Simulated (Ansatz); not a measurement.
`B[SiH2][SiH2]O`, relaxed with RKS PBE-D4/def2-SVP in the Gaussian-basis code of Ansatz from a rough embedded geometry. The force threshold is 0.03 eV/Å; the program also tests the step.

Total charge 0; spin multiplicity 1.

Start:

```xyz
11

B    -1.703   -1.218   -0.336
Si   -0.847    0.416    0.079
Si    1.323    0.115   -0.137
O     2.235    1.524    0.280
H    -2.447   -1.755    0.481
H    -1.646   -1.740   -1.415
H    -1.259    1.459   -0.832
H    -1.131    0.776    1.488
H     1.673   -0.316   -1.553
H     1.802   -0.969    0.764
H     1.999    1.708    1.180
```

(1) By how much does the energy fall, and how many steps does the optimiser take? (Best estimate.)

(2) Which bonds change most? (Estimate.)

(3) Give the relaxed structure. (An estimate is asked.)

Results:

(1) Ansatz gave: 11.61 kcal/mol, in 8 steps.

(2) The calculation gave: Si2–Si3 from 2.202 to 2.385 Å; B1–Si2 from 1.891 to 1.987 Å; Si2–H7 from 1.445 to 1.507 Å; Si3–O4 from 1.729 to 1.689 Å.

(3) Computed: 
```xyz
11

B    -1.815   -1.274   -0.367
Si   -0.952    0.462    0.069
Si    1.392    0.042   -0.071
O     2.251    1.455    0.274
H    -2.000   -2.112    0.495
H    -2.063   -1.571   -1.520
H    -1.216    1.599   -0.885
H    -1.161    0.958    1.481
H     1.791   -0.338   -1.466
H     1.750   -1.090    0.865
H     2.024    1.869    1.125
```
